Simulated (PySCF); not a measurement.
Isomers of C3H12OSi4, mass 175.997 u with the commonest isotopes. Computed with PBE0/pcSseg-1 in PySCF (dipole) on a GFN2-xTB geometry, gas phase. One conformer each, none proved a minimum here; rigid rotors.

Question: Order these by rotational constant B, smallest first.
A. `[SiH3:1][O:2][C:3]1=[CH:4][SiH2:5][C:6]1([SiH3:7])[SiH3:8]` with Si1–O2–C3–C4 0°
B. `[CH3:1][C:2](=[O:3])[Si@@H:4]1[CH2:5][SiH2:6][SiH2:7][SiH2:8]1` with C1–C2–Si4–C5 -128°, C2–Si4–C5–Si6 -56°, Si4–C5–Si6–Si7 -35°, C5–Si6–Si7–Si8 8°, Si6–Si7–Si8–Si4 15°
C. `[CH2:1]=[C:2]1[SiH2:3][CH2:4][SiH2:5][O:6][SiH2:7][SiH2:8]1` with C1–C2–Si3–C4 -95°, C2–Si3–C4–Si5 -72°, Si3–C4–Si5–O6 59°, C4–Si5–O6–Si7 -60°

Answer: A (709.2 MHz), B (848.0 MHz), C (998.5 MHz).

Question: Order these by rotational constant C, largest first.
A. `[SiH3:1][O:2][C:3]1=[CH:4][SiH2:5][C:6]1([SiH3:7])[SiH3:8]` with Si1–O2–C3–C4 0°
B. `[CH2:1]=[C:2]1[SiH2:3][CH2:4][SiH2:5][O:6][SiH2:7][SiH2:8]1` with C1–C2–Si3–C4 -95°, C2–Si3–C4–Si5 -72°, Si3–C4–Si5–O6 59°, C4–Si5–O6–Si7 -60°
C. `[CH2:1]=[C:2]([CH:3]=[O:4])[Si@@H:5]([SiH3:6])[SiH2:7][SiH3:8]` with C1–C2–C3–O4 170°, C1–C2–Si5–Si6 110°, C2–Si5–Si7–Si8 -79°
D. `[CH3:1][C:2](=[O:3])[Si@@H:4]1[CH2:5][SiH2:6][SiH2:7][SiH2:8]1` with C1–C2–Si4–C5 -128°, C2–Si4–C5–Si6 -56°, Si4–C5–Si6–Si7 -35°, C5–Si6–Si7–Si8 8°, Si6–Si7–Si8–Si4 15°

Answer: D (733.4 MHz), A (651.4 MHz), C (612.0 MHz), B (595.3 MHz).

Question: Order these by radius of gyration √(Σ m r²/M), smallest first.
A. `[SiH3:1][O:2][C:3]1=[CH:4][SiH2:5][C:6]1([SiH3:7])[SiH3:8]` with Si1–O2–C3–C4 0°
B. `[CH2:1]=[C:2]([CH:3]=[O:4])[Si@@H:5]([SiH3:6])[SiH2:7][SiH3:8]` with C1–C2–C3–O4 170°, C1–C2–Si5–Si6 110°, C2–Si5–Si7–Si8 -79°
C. `[CH3:1][C:2](=[O:3])[Si@@H:4]1[CH2:5][SiH2:6][SiH2:7][SiH2:8]1` with C1–C2–Si4–C5 -128°, C2–Si4–C5–Si6 -56°, Si4–C5–Si6–Si7 -35°, C5–Si6–Si7–Si8 8°, Si6–Si7–Si8–Si4 15°
D. `[CH2:1]=[C:2]1[SiH2:3][CH2:4][SiH2:5][O:6][SiH2:7][SiH2:8]1` with C1–C2–Si3–C4 -95°, C2–Si3–C4–Si5 -72°, Si3–C4–Si5–O6 59°, C4–Si5–O6–Si7 -60°

Answer: C (2.184 Å), D (2.266 Å), A (2.318 Å), B (2.368 Å).

| SMILES | point group | Ia (u·Å²) | Ib (u·Å²) | Ic (u·Å²) | κ | μa (D) | μb (D) | μc (D) |
| --- | --- | --- | --- | --- | --- | --- | --- | --- |
| [SiH3]OC1=C[SiH2]C1([SiH3])[SiH3] | Cs | 403.41 | 712.65 | 775.87 | -0.81 | 1.02 | 0.83 | 0.00 |
| C=C1[SiH2]C[SiH2]O[SiH2][SiH2]1 | C1 | 451.90 | 506.12 | 848.88 | 0.54 | 0.77 | 0.56 | 0.68 |
| CC(=O)[Si@@H]1C[SiH2][SiH2][SiH2]1 | C1 | 393.77 | 595.98 | 689.12 | -0.58 | 2.02 | 0.61 | 1.56 |
| C=C(C=O)[Si@@H]([SiH3])[SiH2][SiH3] | C1 | 447.30 | 700.37 | 825.82 | -0.58 | 2.98 | 1.49 | 0.71 |
